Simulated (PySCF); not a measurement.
**Two-component Hartree-Fock for Au²⁺ (gold, charge +2)**

Start: [Xe] 4f14 5d9; 5d3/2 filled at m_j = -1/2, +1/2, +3/2; 5d5/2 filled at m_j = -5/2, -3/2, -1/2, +1/2, +3/2, +5/2. Calculated with PySCF 2.14 in x2c-QZVPPall-2c: generalised Hartree-Fock with the X2C-1e Hamiltonian and a Gaussian nucleus; one run each with spin-orbit coupling (SO) screened by Boettger's factors, then bare. This is a chosen level, not necessarily the ground level.

```json
{"spinor shell": "1s1/2", "electrons": "2", "ε, screened SO (eV)": "-81168.8", "ε, bare SO (eV)": "-81166.8", "weight of nominal j (bare SO)": "1.000", "rms radius, bare SO (bohr)": "0.0190"}
{"spinor shell": "2s1/2", "electrons": "2", "ε, screened SO (eV)": "-14487.9", "ε, bare SO (eV)": "-14487.3", "weight of nominal j (bare SO)": "1.000", "rms radius, bare SO (bohr)": "0.0768"}
{"spinor shell": "2p1/2", "electrons": "2", "ε, screened SO (eV)": "-13871.0", "ε, bare SO (eV)": "-13913.1", "weight of nominal j (bare SO)": "1.000", "rms radius, bare SO (bohr)": "0.0649"}
{"spinor shell": "2p3/2", "electrons": "4", "ε, screened SO (eV)": "-12029.5", "ε, bare SO (eV)": "-12016.5", "weight of nominal j (bare SO)": "1.000", "rms radius, bare SO (bohr)": "0.0731"}
{"spinor shell": "3s1/2", "electrons": "2", "ε, screened SO (eV)": "-3504.3", "ε, bare SO (eV)": "-3504.1", "weight of nominal j (bare SO)": "1.000", "rms radius, bare SO (bohr)": "0.196"}
{"spinor shell": "3p1/2", "electrons": "2", "ε, screened SO (eV)": "-3227.7", "ε, bare SO (eV)": "-3237.0", "weight of nominal j (bare SO)": "1.000", "rms radius, bare SO (bohr)": "0.187"}
{"spinor shell": "3p3/2", "electrons": "4", "ε, screened SO (eV)": "-2815.0", "ε, bare SO (eV)": "-2812.1", "weight of nominal j (bare SO)": "1.000", "rms radius, bare SO (bohr)": "0.204"}
{"spinor shell": "3d3/2", "electrons": "4", "ε, screened SO (eV)": "-2361.1", "ε, bare SO (eV)": "-2369.1", "weight of nominal j (bare SO)": "1.000", "rms radius, bare SO (bohr)": "0.179"}
{"spinor shell": "3d5/2", "electrons": "6", "ε, screened SO (eV)": "-2272.8", "ε, bare SO (eV)": "-2267.7", "weight of nominal j (bare SO)": "1.000", "rms radius, bare SO (bohr)": "0.184"}
{"spinor shell": "4s1/2", "electrons": "2", "ε, screened SO (eV)": "-814.34", "ε, bare SO (eV)": "-814.31", "weight of nominal j (bare SO)": "1.000", "rms radius, bare SO (bohr)": "0.433"}
{"spinor shell": "4p1/2", "electrons": "2", "ε, screened SO (eV)": "-695.16", "ε, bare SO (eV)": "-697.46", "weight of nominal j (bare SO)": "1.000", "rms radius, bare SO (bohr)": "0.437"}
{"spinor shell": "4p3/2", "electrons": "4", "ε, screened SO (eV)": "-594.92", "ε, bare SO (eV)": "-594.22", "weight of nominal j (bare SO)": "1.000", "rms radius, bare SO (bohr)": "0.472"}
{"spinor shell": "4d3/2", "electrons": "4", "ε, screened SO (eV)": "-399.56", "ε, bare SO (eV)": "-401.33", "weight of nominal j (bare SO)": "1.000", "rms radius, bare SO (bohr)": "0.484"}
{"spinor shell": "4d5/2", "electrons": "6", "ε, screened SO (eV)": "-380.55", "ε, bare SO (eV)": "-379.48", "weight of nominal j (bare SO)": "1.000", "rms radius, bare SO (bohr)": "0.497"}
{"spinor shell": "5s1/2", "electrons": "2", "ε, screened SO (eV)": "-149.26", "ε, bare SO (eV)": "-149.27", "weight of nominal j (bare SO)": "1.000", "rms radius, bare SO (bohr)": "0.998"}
{"spinor shell": "4f5/2", "electrons": "6", "ε, screened SO (eV)": "-127.49", "ε, bare SO (eV)": "-128.78", "weight of nominal j (bare SO)": "1.000", "rms radius, bare SO (bohr)": "0.539"}
{"spinor shell": "4f7/2", "electrons": "8", "ε, screened SO (eV)": "-123.56", "ε, bare SO (eV)": "-122.63", "weight of nominal j (bare SO)": "1.000", "rms radius, bare SO (bohr)": "0.549"}
{"spinor shell": "5p1/2", "electrons": "2", "ε, screened SO (eV)": "-107.77", "ε, bare SO (eV)": "-108.19", "weight of nominal j (bare SO)": "0.999", "rms radius, bare SO (bohr)": "1.08"}
{"spinor shell": "5p3/2", "electrons": "4", "ε, screened SO (eV)": "-91.631", "ε, bare SO (eV)": "-91.521", "weight of nominal j (bare SO)": "0.999", "rms radius, bare SO (bohr)": "1.18"}
{"spinor shell": "5d3/2", "electrons": "3", "ε, screened SO (eV)": "-34.780", "ε, bare SO (eV)": "-34.970", "weight of nominal j (bare SO)": "0.981", "rms radius, bare SO (bohr)": "1.56"}
{"spinor shell": "5d5/2", "electrons": "6", "ε, screened SO (eV)": "-32.907", "ε, bare SO (eV)": "-32.814", "weight of nominal j (bare SO)": "0.991", "rms radius, bare SO (bohr)": "1.63"}
```

```tsv
quantity	screened SO	bare SO
E (hartree)	-19026.17702	-19028.00588
M_J	3/2	3/2
⟨J²⟩	3.757	3.757
⟨L²⟩	6.204	6.219
⟨S²⟩	0.938	0.953
```

Each row is a mean over spinors that exchange with the open shell spreads, by up to 3.783 eV (5p1/2).

Breit and QED terms are absent; they matter most for the inner s and p1/2 levels.

Densities and radii are taken from the X2C orbitals without a picture-change correction, which distorts them close to the nucleus.
